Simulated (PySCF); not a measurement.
**Correlation energy of Ru⁺ (ruthenium, charge +1)**

[Kr] 4d6 5p1, one real determinant (an excited configuration). Calculation: PySCF 2.14, in ANO-RCC-VTZP (7s6p4d2f1g, 68 functions); the spin-free X2C one-electron Hamiltonian (Gaussian nucleus). Frozen: [Kr]; 7 electrons correlated.

```
  level  correlation energy (mhartree)
   CCSD                        -129.63
    (T)                          -3.79
CCSD(T)                        -133.42
```

Diagnostics: T1 = 0.0073, D1 = 0.0250, largest double amplitude 0.069.

Is a single reference adequate?

Yes, within this model without spin-orbit coupling: T1 lies below 0.03 and no double amplitude reaches 0.07.

The basis was made for the ground configuration and has no added diffuse functions, which can raise the energy of the promoted electron.

The reference is one real determinant that mixes LS terms of this configuration.
